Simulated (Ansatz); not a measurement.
`BC1OC1=C` + H₂Se → `B[SeH]` + `C=C1CO1` at 400 K and 1 bar (ligand exchange at a B–C bond).

Program: Ansatz. Geometries: PBE0-D4/def2-TZVP. ΔE: electronic, gas phase. CCSD(T)/CBS adds triple-zeta CCSD(T) − MP2 to the extrapolated MP2 energy (def2 sets, frozen cores). For Se outer-core shells are correlated without core-valence functions, which leaves a few kJ/mol of doubt a bond. Scalar relativity is left out up to krypton.

```json
{"species": "`BC1OC1=C`", "CCSD(T)/CBS energy (Eh)": "-217.02601", "H − E (kJ/mol)": "216.9", "S (J/(mol·K))": "331.1"}
{"species": "H₂Se", "CCSD(T)/CBS energy (Eh)": "-2401.89790", "H − E (kJ/mol)": "49.4", "S (J/(mol·K))": "229.5"}
{"species": "`B[SeH]`", "CCSD(T)/CBS energy (Eh)": "-2427.30556", "H − E (kJ/mol)": "92.7", "S (J/(mol·K))": "274.3"}
{"species": "`C=C1CO1`", "CCSD(T)/CBS energy (Eh)": "-191.64805", "H − E (kJ/mol)": "182.8", "S (J/(mol·K))": "290.4"}
```

H − E and S are ideal-gas, rigid-rotor, harmonic terms from PBE0-D4/def2-TZVP, for one conformer and one mirror image of each species. 1 Eh = 2625.50 kJ/mol, R = 8.31446 J/(mol·K).

Question: By hand: ΔE, ΔH, ΔS and ΔG.

Answer: ΔE = (-2427.30556) + (-191.64805) − (-217.02601) − (-2401.89790) = -0.02970 Eh = -78.0 kJ/mol. Δ(H − E) = 92.7 + 182.8 − 216.9 − 49.4 = 9.2, so ΔH = -68.8 kJ/mol. ΔS = 274.3 + 290.4 − 331.1 − 229.5 = 4.1 J/(mol·K). ΔG = -68.8 − 400 × (4.1)/1000 = -70.4 kJ/mol.

Question: By hand: the equilibrium constant, and the temperature at which ΔG would vanish if ΔH and ΔS stayed fixed.

Answer: log₁₀ K = −ΔG/(RT ln 10) = 9.2. ΔH and −TΔS have one sign here, so there is no such temperature. One of them is within its doubt of zero, so this could turn.

The number of gas molecules stays the same, so ΔS is small and ΔH decides. A doubt of 5 kJ/mol in ΔE shifts log₁₀ K by 0.7 here. Other conformers and mirror images would add mixing entropy, several J/(mol·K) or more a flexible species. These are equilibria of isolated gas molecules and say nothing of rates. Largest T1 diagnostic: 0.014 (customary marks: 0.02 for closed shells, 0.045 for open ones).
